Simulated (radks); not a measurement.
These are the eigenvalues of the occupied orbitals of an atom or ion with whole-number occupations (eV). Method: scalar-relativistic Kohn-Sham, LDA (Slater exchange, VWN5 correlation), spin-polarised, spherical densities, finite nucleus; Fermi nuclear charge, rms radius of each element as measured or else 0.836 A^(1/3) + 0.57 fm; computed with a radial shooting solver on a logarithmic mesh with Libxc functionals.

orbital  eigenvalue
1s        -37217.06
2s        -5883.726
2p        -5279.185
3s        -1241.494
3p        -1047.610
3d        -765.1027
4s        -243.2442
4p        -180.6278
4d         -89.6626
5s         -33.8070
5p         -18.8098
6s          -3.3457

Which element is it, and in what charge state? The configuration may be excited. Open shells, if any, are filled with parallel spins first.

Answer. Z = 56, barium, charge 0: Ba in [Xe] 6s2. The list shows which subshells hold electrons but not how many an open one holds; the 1s level, -1367.7 hartree, gives Z - s = 52.3 by -(Z - s)^2/2, which with screening and relativity narrows Z to a few neighbours, and the depths of the outer levels then fix element, charge and occupations together.
